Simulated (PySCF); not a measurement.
## EPR parameters of C5H6FO

C5H6FO (doublet state).
SMILES with atom numbers: `[CH2:1]=[C:2][C:3](=[O:4])[CH2:5][CH2:6][F:7]` (hydrogens: H8, H9 on C1; H10, H11 on C5; H12, H13 on C6)

Structure used (GFN2-xTB), in Å, numbered top down from 1:
```xyz
13
C5H6FO angstrom
C      2.8288    0.4091   -0.0559
C      1.6467   -0.0732   -0.1602
C      0.3769   -0.6308   -0.2413
O      0.1738   -1.8438   -0.3042
C     -0.7579    0.3903   -0.2476
C     -2.1021   -0.3153   -0.3392
F     -3.1192    0.6084   -0.3289
H      3.3097    0.5840    0.8999
H      3.4329    0.6784   -0.9145
H     -0.6321    1.0676   -1.0961
H     -0.7125    0.9906    0.6647
H     -2.2598   -0.9813    0.5140
H     -2.1896   -0.8835   -1.2697
```

The hyperfine couplings belong to this conformer and change with its torsions.

Level of theory: UKS B3LYP, pcH-1 on C F H O, non-relativistic, mean-field spin-orbit, GIAO (PySCF 2.14.0). Isolated species at its GFN2-xTB geometry (one conformer only). Couplings are sensitive to structure, and on GFN2-xTB geometries they can be far from those on DFT ones. No stability test was run, so a lower SCF solution isn't excluded.

```
g1, g2, g3        : 2.00206, 2.00423, 2.00800
g_iso             : 2.00476
Form of g         : rhombic: the two nearest values differ by 37 % of g3 − g1
⟨S²⟩              : 0.7660 (exact 0.7500)
α and β electrons : 27, 26
```

Hyperfine couplings atom by atom, in 10⁻⁴ cm⁻¹; T1 to T3 are the principal values of the dipolar part (1 × 10⁻⁴ cm⁻¹ = 2.998 MHz):

```json
{"atom": "C1", "isotope": "13C", "a_iso": "-16.8", "T1": "-4.3", "T2": "1.3", "T3": "2.9", "Mulliken spin population": "-0.14"}
{"atom": "C2", "isotope": "13C", "a_iso": "19.5", "T1": "-22.2", "T2": "-17.1", "T3": "39.3", "Mulliken spin population": "0.78"}
{"atom": "C3", "isotope": "13C", "a_iso": "-13.3", "T1": "-3.3", "T2": "0.5", "T3": "2.8", "Mulliken spin population": "-0.11"}
{"atom": "O4", "isotope": "17O", "a_iso": "-7.7", "T1": "-34.6", "T2": "17.1", "T3": "17.5", "Mulliken spin population": "0.33"}
{"atom": "C5", "isotope": "13C", "a_iso": "-0.5", "T1": "-0.4", "T2": "0.2", "T3": "0.2", "Mulliken spin population": "0.00"}
{"atom": "C6", "isotope": "13C", "a_iso": "-0.1", "T1": "-0.1", "T2": "-0.1", "T3": "0.2", "Mulliken spin population": "0.00"}
{"atom": "F7", "isotope": "19F", "a_iso": "0.0", "T1": "-0.3", "T2": "-0.2", "T3": "0.6", "Mulliken spin population": "0.00"}
{"atom": "H8", "isotope": "1H", "a_iso": "51.6", "T1": "-1.4", "T2": "-0.9", "T3": "2.3", "Mulliken spin population": "0.06"}
{"atom": "H9", "isotope": "1H", "a_iso": "51.0", "T1": "-1.4", "T2": "-0.9", "T3": "2.4", "Mulliken spin population": "0.06"}
{"atom": "H10", "isotope": "1H", "a_iso": "2.6", "T1": "-1.1", "T2": "-0.6", "T3": "1.7", "Mulliken spin population": "0.00"}
{"atom": "H11", "isotope": "1H", "a_iso": "2.4", "T1": "-1.1", "T2": "-0.6", "T3": "1.7", "Mulliken spin population": "0.00"}
{"atom": "H12", "isotope": "1H", "a_iso": "0.8", "T1": "-0.6", "T2": "-0.4", "T3": "1.0", "Mulliken spin population": "0.00"}
{"atom": "H13", "isotope": "1H", "a_iso": "0.9", "T1": "-0.6", "T2": "-0.4", "T3": "1.0", "Mulliken spin population": "0.00"}
```

Largest spin populations (Mulliken): C2 (+0.78), O4 (+0.33), C1 (-0.14) and C3 (-0.11). The positive populations add up to 1.24 and the negative ones to -0.24, together 2S = 1.

Axes: g3 points within 2° of the C3–O4 bond.

Under fast tumbling the dipolar parts average out, and these isotropic splittings remain: 1 × 1H (H8, I = 1/2, 2 lines) with 5.51 mT, 1 × 1H (H9, I = 1/2, 2 lines) with 5.45 mT, 2 × 1H (H10/H11, I = 1/2, 3 lines) with 0.27 mT and 2 × 1H (H12/H13, I = 1/2, 3 lines) with 0.09 mT.

Class means assume fast exchange of nuclei equivalent by connectivity; if that motion is slow, each nucleus keeps its own coupling.

The 17O coupling of O4 (-23.1 MHz) shows only in satellite lines or after enrichment, since that isotope makes up about 0.038 % of natural oxygen.

The 13C coupling of C2 (58.6 MHz) shows only in satellite lines or after enrichment, since that isotope makes up about 1.07 % of natural carbon.
